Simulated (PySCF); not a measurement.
Species: C7H6 (charge -1 and doublet state).
Atom-mapped SMILES: `[CH:1]1[CH:2]=[C:3]2[CH2:4][C:5]2=[CH:6][CH-:7]1` (hydrogens: H8 on C1; H9 on C2; H10, H11 on C4; H12 on C6; H13 on C7)

Theory: PySCF 2.14.0, UKS B3LYP, IGLO-III on C, pcH-1 on H, non-relativistic, mean-field spin-orbit, GIAO. Isolated species at its PBE0-D3(BJ)/def2-SVP geometry, gas phase. Whether the extra electron is bound in the gas phase wasn't checked; a finite basis holds it in any case. The geometry's basis has no diffuse functions, a weakness for an anion. The SCF solution wasn't tested for stability.

**Question.** What are g_iso and the isotropic 13C coupling of C4?

**Answer.** g_iso = 2.00267 and a = +116.53 MHz, or +4.157 mT (Mulliken spin population -0.05). 13C makes up about 1.07 % of the natural element, so this concerns labelled samples or satellites.

**Question.** For one electron spin and this one nucleus (I = 1/2, g_N = 1.4048), compare first-order, second-order and exact resonance fields at 3.44 GHz.

**Answer.** First order: B = B0 − a·mI with B0 = 122.726 mT. Second order subtracts a²[I(I+1) − mI²]/(2B0). The exact fields come from the Breit–Rabi levels of H = g μB B Sz − g_N μN B Iz + a S·I.

```
  mI  first order (mT)  second order (mT)  exact (mT)  exact − first order
−1/2           124.805            124.770     124.770               -0.035
+1/2           120.648            120.612     120.612               -0.036
```

**Question.** Someone takes the midpoint and the distance of the outer exact lines at face value. What g and a result?

**Answer.** Their midpoint, 122.691 mT, gives an apparent g of 2.00325 (true 2.00267), and their distance over 2I an apparent |a| of 4.159 mT (true 4.157).

Other couplings of abundant isotopes, left aside here: 2 × 1H 28 MHz, 2 × 1H 16 MHz, 2 × 1H 5 MHz.

Means are taken over nuclei equivalent by connectivity, which assumes that they swap fast. The 1H value of +16.2 MHz is a mean of couplings from 7.1 to 25.4 MHz in this one geometry, not an average over conformers.

Time: 62 s wall. Hardware: x86-64 server, one thread (shared host).
